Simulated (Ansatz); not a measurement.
InSn₁₉H₃₀, a doped nanocrystal cut from the lattice of tin (In on a surface site). Charge 0, multiplicity 2. Geometry PBE-D4/def2-SVP, basis def2-SVP, Ansatz.

```tsv
run	HOMO (eV)	LUMO (eV)
A	-5.64	-4.94
B	-6.21	-4.54
C	-5.34	-4.95
D	-6.88	-3.92
```

In the def2 sets In, Sn take a core potential; there is no spin–orbit coupling. Single mean-field runs in def2-SVP are fitted with def2-universal-jkfit.

HOMO and LUMO are taken over both spins.

Task: The runs used BHLYP, PBE, PBE0, r2SCAN. Estimate which is which.

Result: A r2SCAN (0 % exact exchange); B PBE0 (25 % exact exchange); C PBE (0 % exact exchange); D BHLYP (50 % exact exchange). Exact exchange lowers occupied and raises empty levels; among semilocal functionals meta-GGAs tend to open the gap a little, and such runs are hard to tell apart. The gap grows from 0.38 eV (PBE) to 2.96 eV (BHLYP).
